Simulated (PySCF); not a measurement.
## Co²⁺ (cobalt, charge +2) across methods

[Ar] 3d7, high-spin 4F determinant. All numbers are calculated (PySCF 2.14, no relativity, point nucleus, in aug-cc-pVTZ).

| method | E (hartree) | mean ε 3p β (eV) | mean ε 3d α (eV) | mean ε 3d β (eV) | Σ⟨r²⟩ (bohr²) | ⟨S²⟩ |
| --- | --- | --- | --- | --- | --- | --- |
| PBE0 | -1381.608 | -85.743 | -31.111 | -28.451 | 15.90 | 3.752 |
| LDA | -1379.211 | -82.098 | -28.793 | -26.145 | 16.12 | 3.751 |
| B97-3 | -1381.695 | -86.082 | -31.214 | -28.631 | 15.87 | 3.752 |
| UHF | -1380.60990 | -95.956 | -38.334 | -34.657 | 15.57 | 3.754 |
| wB97X | -1381.858 | -87.927 | -33.363 | -30.865 | 15.87 | 3.752 |
| PBE | -1381.564 | -81.911 | -28.470 | -26.091 | 16.09 | 3.751 |
| r2SCAN | -1381.807 | -82.938 | -28.788 | -26.293 | 15.91 | 3.752 |
| B3LYP | -1381.863 | -85.099 | -30.684 | -28.225 | 15.99 | 3.752 |
| M06 | -1381.753 | -85.887 | -31.234 | -27.900 | 15.89 | 3.756 |
